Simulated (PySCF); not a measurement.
Isomers of C3H4S. Gas-phase values, no solvent. One relaxed conformer stands for each flexible species; it need not be the lowest. Strings in code marks are SMILES.

The HOMO from two functionals at the same geometries (PBE0-D3(BJ)/def2-TZVP), both in PySCF: PBE-D3(BJ)/def2-TZVP and B3LYP-D3(BJ)/def2-TZVP. B3LYP has the VWN-RPA correlation part, as in Gaussian. 

```
species                           B3LYP-D3(BJ)/def2-TZVP (eV)
--------------------------------  ---------------------------
`CC#CS`                                                 -6.26
`SC1C=C1` (H–S–C–C torsion 152°)                        -6.39
`C=C=CS`                                                -6.22
`SC1=CC1` (H–S–C–C torsion 180°)                        -6.22
```

**Question.** What does PBE-D3(BJ)/def2-TZVP give for each?

**Answer.** 
- `CC#CS`: -5.35
- `SC1C=C1` (H–S–C–C torsion 152°): -5.40
- `C=C=CS`: -5.33
- `SC1=CC1` (H–S–C–C torsion 180°): -5.36
Over these rows, drawn at random from the members with no instability flagged (it was tested for open shells, ions and some series alone), PBE minus B3LYP-D3(BJ): mean +0.92 eV, from +0.86 eV to +0.99 eV.
